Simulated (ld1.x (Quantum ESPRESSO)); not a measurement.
Before and after: TM semilocal potential for nitrogen

nitrogen, norm-conserving Troullier–Martins (semilocal form), made with ld1.x (Quantum ESPRESSO) 7.5 (revPBE, non-relativistic). Core [He], reference 2s2 2p1.5 (charge +1.5). Waves: 2p (bound): rc 1.00 bohr; 2s (bound): rc 1.10 bohr. Local part: the s channel. Core correction: Bessel-smoothed model core, default radius (core density twice the valence density).

Change: wave 2s (bound): rc 1.10 bohr becomes 2s (bound): rc 1.66 bohr.

Cutoffs: the cutoffs (Ry, on a coarse ladder) from which the occupation-weighted sum of valence levels, in a spherical-Bessel basis at the reference potential, stays within 10 and 1 mRy of its value at 400 Ry; they do not see the model core or the augmentation charge, which bear on the density cutoff. Errors are all-electron minus pseudo energies relative to the spin-unpolarised reference configuration.

How do hardness, ghosts and transferability respond?

The potential gets neither clearly harder nor softer (90 Ry and 120 Ry → 90 Ry and 110 Ry); the p channel sets the loose cutoff, while the largest relative change is in s, which becomes softer; of the 7 tests that both files solve, the error grows in 6 and shrinks in 1 by more than 15 % and 0.3 meV (median size 10.6 → 55.8 meV); neither file shows a bound ghost. A semilocal file is local in each channel, so a ghost entry of none says nothing of the separable form that plane-wave codes build from it.

```tsv
quantity	base	changed
cutoff, loose	90 Ry	90 Ry
cutoff, tight	120 Ry	110 Ry
loose cutoff by channel (10 mRy a level)	p 80 Ry, s 40 Ry	p 80 Ry, s 15 Ry
bound ghosts	none	none
error for 2s2 2p3, meV [ΔE -25.84 eV]	+11	+56
error for 2s2 2p2, meV [ΔE -12.29 eV]	+2.7	+11
error for 2s2 2p1, meV [ΔE 16.50 eV]	+5.4	+18
error for 2s1 2p0, meV [ΔE 141.27 eV]	+181	+138
error for 2s2 2p0, meV [ΔE 63.47 eV]	+90	+252
error for 2s2 2p2.5, meV [ΔE -20.77 eV]	+7.2	+34
error for 2s2 2p3.3, meV [ΔE -27.44 eV]	+12	+66
```
